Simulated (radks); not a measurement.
The numbers below are computed, except where a source is named.
Task: Te+, configuration [Kr] 4d10 5s2 5p3. Code: a radial shooting solver on a logarithmic mesh with Libxc functionals. Model: scalar-relativistic Kohn-Sham, PBE, spin-polarised, spherical densities, point nucleus; open shells are filled with parallel spins first (spin-orbit coupling, left out, can overturn this in heavy ions); hard spherical wall at 20 bohr. Some entries of the table are withheld. Estimate them.

orbital  occ.  eigenvalue (eV)  r(max) (bohr)  <r> (bohr)
1s up       1        -31638.26        0.01794     0.02781
1s down     1        -31638.17        0.01794     0.02781
2s up       1        -4859.228         0.1013      0.1198
2s down     1        -4859.193         0.1013      0.1198
2p up       3        -4362.900        0.08123      0.1048
2p down     3        -4362.831        0.08123      0.1048
3s up       1        -974.1318         0.2926      0.3221
3s down     1        -974.0574         0.2926      0.3221
3p up       3        -812.8115         0.2863      0.3202
3p down     3        -812.7261         0.2863      0.3202
3d up       5        -568.9492         0.2379      0.2968
3d down     5        -568.8687         0.2379      0.2968
4s up       1        -173.3119         0.7010      0.7646
4s down     1        -173.1287         0.7011      0.7645
4p up       3        -123.3342         0.7379      0.8213
4p down     3        -123.1407         0.7381      0.8206
4d up       5              (1)         0.8109      0.9737
4d down     5              (2)         0.8106      0.9670
5s up       1         -24.2552          1.789       2.036
5s down     1         -22.0663          1.761       2.023
5p up       3         -14.5313          2.111       2.462
5p down     0         -12.2304          2.094       2.499
6s up       0          -5.1975          4.753       5.223
5d up       0          -4.2076          3.395       4.276

Result: 
(1) 4d up eigenvalue (eV): -50.6277
(2) 4d down eigenvalue (eV): -50.2785
